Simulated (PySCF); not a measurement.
B3LYP has the VWN-RPA correlation part, as in Gaussian. 

Cartesian coordinates (Å):
```xyz
4

O      1.2514    -0.4149     0.7431
C      0.5246     0.4599     0.4331
O     -0.7295     0.4386     0.0351
H     -1.0465    -0.4837     0.0164
```
Charge 0, spin multiplicity 2.

Q: What highest occupied spin orbital, dipole moment and total energy does PySCF 2.14.0 with B3LYP-D3(BJ)/def2-TZVP // PBE0-D4/def2-TZVP give?

A: 
```json
{
 "highest_occupied_spin_orbital": "-6.89 eV",
 "dipole_moment": "2.03 D",
 "total_energy": "-189.1828 Ha"
}
```
